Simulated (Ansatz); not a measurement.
Program: Ansatz 0.2.0.

A structure relaxed at PBE0-D4/def2-TZVP, charge 0, multiplicity 1:

Cartesian coordinates in Å:
```
N -1.6518 -1.2177 -0.0363
C -0.8500 -0.0726 -0.0454
F -0.8276 0.5819 1.2087
O 0.4372 -0.4191 -0.3480
Si 1.7197 0.6284 -0.2211
H -1.2672 -1.9271 0.5743
H -2.6048 -1.0060 0.2223
H -1.2550 0.6812 -0.7308
H 2.1752 0.7746 1.1814
H 2.7909 0.0190 -1.0411
H 1.3334 1.9573 -0.7641
```

Question: Give its formula and SMILES.

Answer: CH6FNOSi, `NC(F)O[SiH3]`.

Question: Summarise the bond lengths by kind.

Answer: 1 × C–N 1.398 Å; 2 × H–N 1.010 to 1.012 Å; 1 × C–F 1.415 Å; 1 × C–O 1.367 Å; 1 × C–H 1.096 Å; 1 × O–Si 1.661 Å; 3 × H–Si 1.480 to 1.487 Å.
